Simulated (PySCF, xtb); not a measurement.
C₃H₆InNO₃, SMILES C[O][In]([N]=C=O)[O]C. The values are those of a single conformer.

Harmonic wavenumbers (cm⁻¹) from GFN2-xTB in xtb at its own minimum, in rising order: 28, 31, 38, 43, 55, 64, 103, 116, 143, 194, 237, 299, 361, 377, 513, 546, 1018, 1029, 1116, 1118, 1127, 1130, 1391, 1395, 1418, 1441, 1451, 1462, 1463, 2433, 2891, 2897, 2901, 2918, 2927, 2928.

Task: What does B3LYP-D3(BJ)/def2-SVP in PySCF give at its own minimum? (Estimate from the structure and the level; the computed values follow.)

Result: 33, 35, 47, 51, 61, 69, 109, 113, 147, 222, 253, 413, 521, 560, 615, 633, 1093, 1102, 1166, 1166, 1181, 1188, 1426, 1465, 1467, 1468, 1472, 1478, 1481, 2365, 2973, 2975, 3038, 3042, 3061, 3069. Paired by order, the mean absolute difference is 58 cm⁻¹ and the zero-point energies are 56.6 and 59.4 kcal/mol.
